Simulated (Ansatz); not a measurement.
A run for Ansatz (an electronic-structure program): R-B3LYP/def2-TZVPPD on HBr (SMILES Br) with ghost functions, monomers drawn apart or pushed together. Files ending in .json are basis or fitting sets from the Basis Set Exchange.

Ansatz 0.2 input:
```yaml
crystal:
  periodic: [false, false, false]
  atoms:
    - {symbol: Br, position_ang: [0.08295741, -0.27865653, 4.69712863]}
    - {symbol: H, position_ang: [0.16093925, -0.56136606, 3.29703581]}
basis:
  gaussian:
    orbitals: def2-TZVPPD.json
    ghost_atoms:
      - {symbol: Cl, position_ang: [0.53481538, -0.46597293, -0.22561594]}
      - {symbol: H, position_ang: [0.80026747, 0.78567606, -0.12357310]}
hamiltonian:
  xc: {name: B3LYP}
scf: {lower_state_search: off}
```

The head of its log:

```
WARN ansatz: RAYON_NUM_THREADS=2 ignored (pool sized by the plan → 2); use --threads N
Functional definition: B3LYP
these checks for a lower state are left out or cut short: stability, starts, cluster_reference, orbital_swaps, neighbouring_geometries, increment
integrals: 0.05 GiB planned
890 factors; their error is unknown
mean field: 0.46 GiB planned
mean field evaluation 1: about -70063.2411 eV, gradient 7.6e0 eV
mean field evaluation 2: about -70063.3114 eV, gradient 4.3e0 eV
```

Task: Give the final energy of this run.

Result: -2574.7906 hartree.
